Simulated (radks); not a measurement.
Values are calculated unless marked as measured or tabulated.
Removal energies from the manganese ion Mn4+, [Ar] 3d(3/2: 3, 5/2: 0), by Delta-SCF beside the eigenvalue of the level emptied. Level of theory: Dirac Kohn-Sham, BLYP, spin-unpolarised, spherical densities, finite nucleus; Fermi nuclear charge, rms radius of each element as measured or else 0.836 A^(1/3) + 0.57 fm (a radial shooting solver on a logarithmic mesh with Libxc functionals). Sub-shells are occupied by j as written (lower j first in brackets).

| removed from | final configuration | Delta-SCF (eV) | -eigenvalue (eV) |
|---|---|---|---|
| 3d3/2 | [Ar] 3d(3/2: 2, 5/2: 0) | 71.469 | 60.746 |
| 3p3/2 | [Ne] 3s2 3p(1/2: 2, 3/2: 3) 3d(3/2: 3, 5/2: 0) | 121.33 | 109.98 |
| 3p1/2 | [Ne] 3s2 3p(1/2: 1, 3/2: 4) 3d(3/2: 3, 5/2: 0) | 122.77 | 111.35 |
| 3s1/2 | [Ne] 3s1 3p6 3d(3/2: 3, 5/2: 0) | 153.89 | 142.19 |
